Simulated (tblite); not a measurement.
Species: C7H15P.
Atom-mapped SMILES: `[CH2:1]=[CH:2][CH2:3][PH:4][CH2:5][CH:6]([CH3:7])[CH3:8]` (hydrogens: H9, H10 on C1; H11 on C2; H12, H13 on C3; H14 on P4; H15, H16 on C5; H17 on C6; H18, H19, H20 on C7; H21, H22, H23 on C8)

The geometry is computed with GFN2-xTB (gas phase).

Q: List the bond lengths, angles and torsions at this level.

A: 
```tsv
bond	length (Å)
C1=C2	1.321
C2–C3	1.489
C3–P4	1.874
P4–C5	1.863
C5–C6	1.529
C6–C7, C6–C8	1.526
C1–H9	1.078
C1–H10	1.076
C2–H11	1.082
C3–H12, C3–H13	1.094
P4–H14	1.405
C5–H15, C5–H16	1.095
C6–H17	1.097
C7–H18 and 5 like bonds	1.088
```

Bonds in one row agree within 0.01 Å and their mean is given. A selection of angles:
```tsv
angle	degrees
C2–C1–H9	121.7
C2–C1–H10	122.1
H9–C1–H10	116.2
C1–C2–C3	124.2
C1–C2–H11	120.4
C3–C2–H11	115.4
C2–C3–P4	110.4
C2–C3–H12	110.0
C2–C3–H13	111.0
P4–C3–H12	106.3
P4–C3–H13	110.0
H12–C3–H13	109.0
C3–P4–C5	97.3
C3–P4–H14	94.9
C5–P4–H14	95.1
P4–C5–C6	112.5
P4–C5–H15	109.0
P4–C5–H16	107.6
C6–C5–H15	110.1
H15–C5–H16	107.9
C5–C6–C7	110.0
C5–C6–C8	110.8
C5–C6–H17	108.4
C7–C6–C8	110.5
C7–C6–H17	108.5
C8–C6–H17	108.6
C6–C7–H18	110.5
C6–C7–H19	110.9
H18–C7–H19	108.3
H21–C8–H22	108.6
```

Dihedral angles: C1–C2–C3–P4 -116° (anticlinal); C2–C3–P4–C5 166° (antiperiplanar); C3–P4–C5–C6 -168° (antiperiplanar); P4–C5–C6–C7 172° (antiperiplanar). The mirror-image conformer, all signs reversed, is as good.

The C–C distances run from 1.321 Å (C1=C2, drawn double) to 1.529 Å (C5–C6, drawn single), a spread of 0.208 Å. P4 (phosphine phosphorus) is pyramidal (angles 97.3°, 95.1° and 94.9°, sum 287.4°, 0.86 Å off the plane of its three neighbours). Of the pairs four or more bonds apart, P4···H22 is among the closest relative to their van der Waals radii: 2.80 Å, 93 % of the sum of Bondi's values.

Point group: C1 (no symmetry element, even within 0.4 Å). Its GFN2-xTB frequencies are all real (lowest 33 cm⁻¹). One conformer, not necessarily the lowest. 3 starts were optimised and ended at 0.00, 0.24 and 0.25 kcal/mol (GFN2-xTB); the lowest of these is shown.
